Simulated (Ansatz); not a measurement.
Two structures of Si2H5F3, closed shell, reached by relaxing down either side of one saddle point (PBE0-D4/def2-TZVP). Energies are electronic, without zero-point energy. Ansatz 0.2.0; basis: def2-TZVPP and def2-QZVPP; cores frozen in the correlated methods. Extrapolation: Hartree–Fock as exp(−7.88 √X), correlation as X^−2.97. First:

Si1  (-0.233, -2.074, -0.236)
F2  (0.983, -1.994, -1.229)
F3  (-1.255, -0.937, -0.613)
F4  (0.293, -1.800, 1.220)
H5  (-0.876, -3.384, -0.314)
H6  (1.156, 0.982, -0.220)
Si7  (0.214, 2.037, 0.234)
H8  (-0.580, 1.532, 1.382)
H9  (0.990, 3.231, 0.657)
H10  (-0.693, 2.406, -0.881)
(Å)

Second:

```tsv
atom	x (Å)	y (Å)	z (Å)
Si1	-0.8154	-0.9651	0.1722
F2	2.5337	-0.1493	-0.7335
F3	-1.1508	-1.4364	1.6542
F4	0.4907	-1.8102	-0.2648
H5	-1.9089	-1.4392	-0.7063
H6	2.0280	-0.9190	-0.6203
Si7	-0.3430	1.3290	0.1303
H8	-1.5982	2.0227	0.5257
H9	0.7378	1.6449	1.0936
H10	0.0262	1.7226	-1.2511
```

Question: Which bonds change from the first to the second?

Answer: SiHF₃ ([F][SiH]([F])[F]) + SiH₄ → Si₂H₄F₂ ([F][SiH]([F])[SiH3]) + HF; bonds formed: Si1–Si7, F2–H6; bonds broken: Si1–F2, H6–Si7.

Question: Give the saddle point's structure and its height above each. (An estimate is asked for; the value comes from the calculation.)

Answer: The calculation gives: 75.41 kcal/mol above the first and 37.95 kcal/mol above the second (CCSD(T) at an estimated basis limit (MP2 extrapolated from triple and quadruple zeta, plus CCSD(T) − MP2 in triple zeta)).
Si1  (-0.259, -1.179, -0.038)
F2  (1.575, -1.056, -0.594)
F3  (-1.743, -0.717, 0.405)
F4  (0.190, -1.992, 1.243)
H5  (-0.552, -1.932, -1.260)
H6  (1.052, -0.035, -0.348)
Si7  (-0.009, 1.391, 0.102)
H8  (-0.417, 1.561, 1.513)
H9  (1.230, 2.172, -0.168)
H10  (-1.066, 1.786, -0.856)
(Å)

No T1 diagnostic of these runs exceeds 0.014.

Labels in which every atom is bracketed show which atoms are joined, not bond orders.

For scale, one of the runs: CCSD(T)/def2-TZVPP, 247 basis functions, launched by `ansatz run in.yaml --threads 8 --pin off --events-out ev --progress --plain --max-ram 19148MiB`. Hardware: 8 CPU threads of an Intel Xeon Platinum 8259CL, shared host. Wall time 45 s; peak host memory 5.2 GiB.
